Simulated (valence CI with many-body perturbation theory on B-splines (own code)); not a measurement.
## Questions on Ir⁷²⁺

Level of theory: relativistic CI+MBPT: three valence electrons over a frozen Dirac-Fock core [He], a basis of 11 s, 11 p, 9 d, 7 f, 5 g, 2 h, 1 i functions for each j, with the one-electron correlation potential Σ1 (screened to all orders), the two-electron term Σ2, the three-electron term Σ3, Breit, model QED; selected single and double excitations, second order for the rest (own B-spline code, finite nucleus).

No measured spectrum was set against this ion. As an estimate, large intervals hold to a few tenths of a per cent, small ones and those within an open d or f shell to about a per cent.

Levels are named by their leading jj configuration (3d3/2^4 stands for four electrons in 3d with j = 3/2), which in mixed levels can hold well under half, so a name can repeat and another be missing.

Rates and lifetimes use the calculated energies. Strong lines usually hold to 10 to 20 %, long lifetimes can be off by a factor of two.

Question: What is the ground level?

Answer: (2s^2 2p1/2) J=1/2, composition 100 % 2s2 2p 2P°, g = 0.610.

Question: Among levels below 14811 eV, which E1 lines absorb most strongly from the ground level?

Answer: to (2s^2 3d3/2) J=3/2 at 0.1004 nm, f = 0.549; to (2s 2p1/2 3p1/2) J=3/2 at 0.1035 nm, f = 0.195; to (2s 2p1/2 2p3/2) J=3/2 at 0.5954 nm, f = 0.185.

Question: What are the static dipole polarisabilities of the lowest levels?

Answer: (2s^2 2p1/2) J=1/2 0.000124 bohr³, of which the core gives 1.80e-07.

Question: Name the longest-lived excited levels whose lifetime is computed, and their main decay.

Answer: (2s 2p1/2 2p3/2) J=5/2 at 2003 eV lives 102 ps, mostly by E1 to (2s^2 2p3/2) J=3/2; (2s 2p1/2^2) J=1/2 at 291 eV lives 35.4 ps, mostly by E1 to (2s^2 2p1/2) J=1/2; (2s^2 2p3/2) J=3/2 at 1756 eV lives 11.8 ps, mostly by E1 to (2s 2p1/2^2) J=1/2.

Question: What is the ionisation energy?

Answer: 20642 eV; NIST lists 20650 ± 70 eV (theoretical).
